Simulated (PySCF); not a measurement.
# Trend along the third period: MGa cations

CCSD(T) with double-zeta basis sets in PySCF, for the lowest determinant that a PBE0 search found; no spin–orbit coupling. De refers to high-spin ground-configuration atoms (the charge goes to the atom of lower measured ionisation energy or higher electron affinity, which is not always the lowest computed limit).

| M | basis | reference, frozen orbitals | charged atom | state (unpaired electrons) | Re (Å) | ωe (cm⁻¹) | De (eV) |
| --- | --- | --- | --- | --- | --- | --- | --- |
| Na | x2c-SVPall | UHF, 10 | Na+ | doublet (σ ↑) | 3.463 | 107 | 0.79 |
| Mg | def2-SVP | RHF, 10 | Ga+ | singlet (closed shell) | 3.151 | 149 | 0.80 |
| Al | 6-31G(d,p) | ROHF, 14 | Al+ | doublet (σ ↑) | 3.142 | 154 | 1.26 |
| P | cc-pVDZ-PP/cc-pV(D+d)Z | UHF, 9 | Ga+ | quartet (σ ↑, π ↑↑) | 2.898 | 109 | 0.31 |
| S | cc-pVDZ-PP/cc-pV(D+d)Z | UHF, 9 | Ga+ | triplet (π ↑↑) | 2.975 | 140 | 0.57 |
| Cl | cc-pVDZ-PP/cc-pV(D+d)Z | UHF, 9 | Ga+ | doublet (σ ↑) | 2.125 | 393 | 0.56 |

The shortest bond is that of GaCl⁺ (2.125 Å), the longest that of NaGa⁺ (3.463 Å). AlGa⁺ is bound most strongly (1.26 eV) and GaP⁺ least (0.31 eV).

The rows differ in basis set, which adds steps of its own.

The state changes along the series, so neighbouring rows are not always alike in their bonding.

Correlated steps freeze the inner cores (9 to 14 orbitals); shallow outer-core shells are correlated. UHF and ROHF references stand side by side, which adds small steps between rows. Weak bonds: GaP⁺. Basis-set superposition, not corrected here, can be much of De in a small basis, most of all at correlated wavefunction levels. Spin–orbit coupling is left out. For an ion De counts to the pair picked by the measured ionisation energies or electron affinities, which need not be the lowest pair at this level. States were picked by a PBE0 search and need not be the measured ground states.
